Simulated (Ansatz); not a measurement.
`C=C[Si](O)(O)O[SiH3]` + `C[SiH2]O` → `C[SiH2]O[SiH3]` + `C=C[Si](O)(O)O`  (ligand exchange at the Si–O bond)

Program: Ansatz. Geometries: PBE0-D4/def2-TZVP. ΔE: electronic, gas phase. CCSD(T)/CBS adds triple-zeta CCSD(T) − MP2 to the extrapolated MP2 energy (def2 sets, frozen cores). This one scheme is used for every species. Functionals use def2-TZVPP. Each species was taken in one conformer, which may not be the lowest.

```json
{"level": "PBE-D4", "ΔE (kcal/mol)": "-0.7"}
{"level": "PBE0", "ΔE (kcal/mol)": "-1.1"}
{"level": "MP2/def2-TZVPP", "ΔE (kcal/mol)": "-0.9"}
{"level": "MP2/def2-QZVPP", "ΔE (kcal/mol)": "-0.8"}
```

Task: What does CCSD(T)/CBS give? (Best estimate.)

Result: Computed: -0.8 kcal/mol. The listed levels differ from it by 0.1, -0.3, -0.1, 0.0 kcal/mol.

Largest T1 diagnostic among the species: 0.012.
